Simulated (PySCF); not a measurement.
C₂H₉AlOSi (SMILES [CH3][Al]([CH3])[O][SiH3]), singlet, at a GFN2-xTB geometry (such geometries of metal compounds can be far from the true shape). Base run: PBE0/STO-3G (PySCF).

Input for PySCF:
```python
from pyscf import gto, scf, dft

mol = gto.M(
    atom='''
Al    0.164182    0.803069    0.529355
C     1.719929    1.911976   -0.042751
H     2.653789    1.343703    0.007146
H     1.852685    2.808578    0.565673
H     1.616324    2.235768   -1.082929
C    -1.100345    1.113640    2.039929
H    -1.092930    0.274954    2.742768
H    -2.131097    1.202428    1.683529
H    -0.874444    2.017105    2.609319
O    -0.122035   -0.585963   -0.386096
Si   -0.393204   -1.924513   -1.270148
H    -1.599104   -2.564109   -0.740573
H     0.781901   -2.785423   -1.120705
H    -0.577864   -1.495704   -2.658076
''',
    basis='sto-3g',
    charge=0,
    spin=0,
    verbose=5,
)

mf = dft.RKS(mol)
mf.xc = 'pbe0'
mf.kernel()
```

Variants of this job, named by their change:

```json
[
 {"change": "base", "basis functions": "42", "E (Eh)": "-680.18934", "HOMO (eV)": "-3.24", "HOMO-LUMO gap (eV)": "8.57", "dipole (D)": "0.17"},
 {"change": "basis = jorge-DZP-DKH; relativity = none", "basis functions": "138", "E (Eh)": "-688.32259", "HOMO (eV)": "-7.47", "HOMO-LUMO gap (eV)": "7.25", "dipole (D)": "0.76"},
 {"change": "basis = x2c-SVPall; relativity = spin-free X2C; nucleus = Gaussian (with nucmod='G')", "basis functions": "123", "E (Eh)": "-689.27977", "HOMO (eV)": "-7.46", "HOMO-LUMO gap (eV)": "7.36", "dipole (D)": "0.65"},
 {"change": "basis = x2c-SVPall; relativity = none", "basis functions": "123", "E (Eh)": "-688.07571", "HOMO (eV)": "-7.47", "HOMO-LUMO gap (eV)": "7.36", "dipole (D)": "0.65"},
 {"change": "basis = x2c-SVPall; relativity = spin-free X2C", "basis functions": "123", "E (Eh)": "-689.28007", "HOMO (eV)": "-7.46", "HOMO-LUMO gap (eV)": "7.36", "dipole (D)": "0.65"},
 {"change": "basis = jorge-DZP-DKH; relativity = spin-free X2C", "basis functions": "138", "E (Eh)": "-689.58535", "HOMO (eV)": "-7.47", "HOMO-LUMO gap (eV)": "7.25", "dipole (D)": "0.76"},
 {"change": "basis = cc-pVDZ-DK; relativity = spin-free X2C; nucleus = Gaussian (with nucmod='G')", "basis functions": "123", "E (Eh)": "-689.56576", "HOMO (eV)": "-7.41", "HOMO-LUMO gap (eV)": "7.23", "dipole (D)": "0.78"},
 {"change": "basis = cc-pVDZ-DK; relativity = none", "basis functions": "123", "E (Eh)": "-688.24204", "HOMO (eV)": "-7.41", "HOMO-LUMO gap (eV)": "7.23", "dipole (D)": "0.78"},
 {"change": "basis = cc-pVDZ-DK; relativity = spin-free X2C", "basis functions": "123", "E (Eh)": "-689.56610", "HOMO (eV)": "-7.41", "HOMO-LUMO gap (eV)": "7.23", "dipole (D)": "0.78"},
 {"change": "basis = jorge-DZP-DKH; relativity = spin-free X2C; nucleus = Gaussian (with nucmod='G')", "basis functions": "138", "E (Eh)": "-689.58502", "HOMO (eV)": "-7.47", "HOMO-LUMO gap (eV)": "7.25", "dipole (D)": "0.76"}
]
```

Absolute energies of different levels of theory aren't comparable as measures of quality.

Basis sets contracted for a relativistic Hamiltonian are a mismatch without it, so the rows without relativity aren't non-relativistic limits. No row has spin-orbit coupling; sets with core potentials leave out the core electrons.
